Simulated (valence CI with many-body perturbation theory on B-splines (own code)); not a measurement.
Which ion has this spectrum?

A relativistic CI+MBPT calculation for an atom or ion with 7 electrons gives these levels (eV):

```
  J  Parity       E     g
3/2     odd     0.0  1.31
3/2     odd  1572.5  1.43
5/2     odd  1595.6  1.16
1/2     odd  1650.8  0.61
5/2    even  1934.0  1.44
1/2    even  2044.3  1.99
3/2    even  2045.6  1.17
3/2     odd  3227.0  1.28
3/2    even  3535.5  1.58
5/2    even  3577.3  1.28
1/2    even  3645.9  1.34
3/2    even  3653.7  1.00
3/2     odd  4052.5  1.30
1/2    even  5237.7  1.88
```

The energies are calculated, and their last digits are not significant.

Problem. Which is it?
A. W67+
B. Au72+
C. Os69+
D. Re68+

Solution. C. Os69+, ground level (2s^2 2p1/2^2 2p3/2) J=3/2.
